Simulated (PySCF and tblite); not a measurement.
The numbers below are computed, except where a source is named.
3-hydroxy-1-fluorobenzene, C₆H₅FO, numbered as in [OH:1][c:2]1[cH:3][cH:4][cH:5][c:6]([F:7])[cH:8]1.

Geometries GFN2-xTB; weights from PBE0-D3(BJ)/pcSseg-1 (IEF-PCM, dichloromethane) energies and GFN2-xTB thermal corrections, with symmetry numbers and mirror pairs. Conformers within 3 kcal/mol (GFN2-xTB free energy) were kept, 10 at most. GIAO shieldings: PBE0/pcSseg-1 (IEF-PCM, dichloromethane). Shifts are against TMS (¹H), TMS (¹³C), CFCl3 (¹⁹F) at the same level. Codes: tblite and PySCF.

**Question.** Predict the averaged NMR shifts at 298.15 K.

**Answer.** ¹H: 7.72 (H4, 1H), 7.00 (H5, 1H), 6.98 (H3, 1H), 6.93 (H8, 1H) ppm. ¹³C: 174.4 (C6), 166.3 (C2), 137.8 (C4), 116.2 (C3), 112.9 (C5), 107.6 (C8) ppm. ¹⁹F: -118.0 (F7) ppm.

**Question.** How do the conformers differ?

**Answer.** Torsions listed: H1–O1–C2–C3.
```json
{"conformer": "1", "shape": "0°", "weight %": "53.8"}
{"conformer": "2", "shape": "180°", "weight %": "46.2"}
```

| signal | 1 | 2 | average |
| --- | --- | --- | --- |
| H3 | 6.93 | 7.05 | 6.98 |
| H4 | 7.69 | 7.75 | 7.72 |
| H5 | 7.01 | 7.00 | 7.00 |
| H8 | 6.98 | 6.88 | 6.93 |
| C2 | 166.3 | 166.3 | 166.3 |
| C3 | 116.0 | 116.4 | 116.2 |
| C4 | 137.7 | 137.9 | 137.8 |
| C5 | 113.1 | 112.6 | 112.9 |
| C6 | 174.5 | 174.2 | 174.4 |
| C8 | 107.6 | 107.6 | 107.6 |
| F7 | -117.8 | -118.1 | -118.0 |

H on N, O and S are left out: they exchange, and hydrogen bonds move them by several ppm. Unscaled ¹⁹F shifts at such levels can be off by tens of ppm; differences between conformers or isomers are more reliable. Shifts are unscaled: against experiment ¹³C can be off by 15 ppm or more and ¹H by 0.8 ppm.


Conformer gaps in pcSseg-1 on xTB geometries can be 2 kcal/mol off for S=O, P=O and other polar bonds.